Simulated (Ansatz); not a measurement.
`c1cc2sc(-c3cc4sc(-c5cc6sc(-c7cc8sc(-c9cc%10sccc%10s9)cc8s7)cc6s5)cc4s3)cc2s1`. Charge 0, multiplicity 3. Geometry r2SCAN-D4/def2-SVP, that of the neutral singlet; atoms count from 1.

```xyz
52

C     5.074   -9.839    9.209
C     4.420   -8.670    9.525
C     4.079   -7.948    8.351
S     3.276   -6.448    8.018
C     3.458   -6.684    6.280
C     2.957   -5.701    5.355
C     3.320   -5.521    4.024
C     2.601   -4.464    3.427
S     2.576   -3.731    1.854
C     1.349   -2.570    2.366
C     0.854   -1.595    1.437
C     1.219   -1.398    0.108
C     0.501   -0.336   -0.479
S     0.467    0.402   -2.047
C    -0.762    1.556   -1.528
C    -1.278    2.539   -2.441
C    -2.368    3.384   -2.250
C    -2.576    4.225   -3.362
S    -3.725    5.462   -3.766
C    -2.965    5.714   -5.338
C    -3.496    6.704   -6.237
C    -4.583    7.547   -6.049
C    -4.793    8.387   -7.167
S    -5.933    9.629   -7.578
C    -5.171    9.868   -9.123
C    -4.091    9.041   -9.333
C    -3.877    8.195   -8.213
S    -2.734    6.956   -7.807
C    -1.876    4.871   -5.528
C    -1.662    4.036   -4.412
S    -0.513    2.802   -4.007
C    -1.125    1.360   -0.198
C    -0.415    0.293    0.384
S    -0.386   -0.449    1.953
C     0.987   -2.753    3.697
C     1.694   -3.821    4.288
S     1.715   -4.555    5.859
C     4.124   -7.867    5.984
C     4.476   -8.573    7.158
S     5.279  -10.074    7.498
H     5.455  -10.593    9.898
H     4.202   -8.357   10.547
H     4.092   -6.116    3.534
H     1.973   -2.005   -0.398
H    -2.985    3.367   -1.350
H    -5.188    7.545   -5.140
H    -5.573   10.619   -9.803
H    -3.493    9.050  -10.244
H    -1.274    4.873   -6.439
H    -1.861    1.980    0.316
H     0.244   -2.134    4.203
H     4.311   -8.205    4.964
```

Single mean-field runs in def2-SVP are fitted with def2-universal-jkfit. At PBE0-D4/def2-SVP a singlet of charge 0 lies 1.71 eV below the triplet at the same geometry.

(1) Estimate the Mulliken populations of the heavy atoms from the PBE0/def2-SVP orbitals of Ansatz.

(2) Where does the spin sit?

(3) And the Mayer bond orders between heavy atoms (over 0.3, the first 40 of 49)?

Results:

(1) 
| atom | charge (e) | spin (α − β) |
| --- | --- | --- |
| C1 | -0.12 | 0.07 |
| C2 | 0.01 | -0.03 |
| C3 | -0.08 | 0.06 |
| S4 | 0.15 | 0.01 |
| C5 | -0.11 | -0.08 |
| C6 | -0.11 | 0.20 |
| C7 | -0.01 | -0.10 |
| C8 | -0.05 | 0.16 |
| S9 | 0.13 | 0.02 |
| C10 | -0.10 | -0.05 |
| C11 | -0.09 | 0.28 |
| C12 | -0.04 | 0.02 |
| C13 | -0.04 | 0.13 |
| S14 | 0.13 | 0.02 |
| C15 | -0.10 | 0.25 |
| C16 | -0.10 | 0.00 |
| C17 | -0.02 | 0.24 |
| C18 | -0.05 | -0.07 |
| S19 | 0.14 | 0.00 |
| C20 | -0.09 | 0.23 |
| C21 | -0.10 | -0.09 |
| C22 | -0.03 | 0.15 |
| C23 | -0.09 | -0.05 |
| S24 | 0.13 | 0.00 |
| C25 | -0.12 | 0.09 |
| C26 | 0.00 | -0.05 |
| C27 | -0.07 | 0.08 |
| S28 | 0.14 | 0.01 |
| C29 | -0.03 | -0.10 |
| C30 | -0.05 | 0.18 |
| S31 | 0.14 | 0.02 |
| C32 | -0.03 | 0.09 |
| C33 | -0.04 | 0.07 |
| S34 | 0.12 | 0.02 |
| C35 | -0.03 | 0.23 |
| C36 | -0.06 | -0.07 |
| S37 | 0.15 | 0.00 |
| C38 | -0.01 | 0.11 |
| C39 | -0.09 | -0.04 |
| S40 | 0.13 | 0.00 |
Mulliken values depend strongly on the basis.

(2) Summed by element: C 1.93, S 0.10, H -0.04, of 2 unpaired in all. Largest on single atoms: C11 0.28, C15 0.25, C17 0.24.

(3) C1–C2 1.56 (1.38 Å); C1–S40 1.15 (1.74 Å); C2–C3 1.28 (1.42 Å); C3–S4 1.08 (1.73 Å); C3–C39 1.40 (1.40 Å); S4–C5 1.09 (1.76 Å); C5–C6 1.17 (1.44 Å); C5–C38 1.50 (1.39 Å); C6–C7 1.46 (1.39 Å); C6–S37 1.09 (1.76 Å); C7–C8 1.33 (1.41 Å); C8–S9 1.06 (1.74 Å); C8–C36 1.34 (1.41 Å); S9–C10 1.06 (1.77 Å); C10–C11 1.35 (1.44 Å); C10–C35 1.34 (1.39 Å); C11–C12 1.28 (1.39 Å); C11–S34 1.05 (1.77 Å); C12–C13 1.46 (1.41 Å); C13–S14 1.04 (1.73 Å); C13–C33 1.25 (1.41 Å); S14–C15 1.04 (1.76 Å); C15–C16 1.35 (1.44 Å); C15–C32 1.28 (1.39 Å); C16–C17 1.33 (1.39 Å); C16–S31 1.05 (1.76 Å); C17–C18 1.39 (1.41 Å); C18–S19 1.06 (1.74 Å); C18–C30 1.32 (1.41 Å); S19–C20 1.08 (1.76 Å); C20–C21 1.24 (1.44 Å); C20–C29 1.41 (1.39 Å); C21–C22 1.46 (1.39 Å); C21–S28 1.09 (1.76 Å); C22–C23 1.30 (1.41 Å); C23–S24 1.08 (1.74 Å); C23–C27 1.40 (1.40 Å); S24–C25 1.15 (1.74 Å); C25–C26 1.56 (1.38 Å); C26–C27 1.28 (1.42 Å).
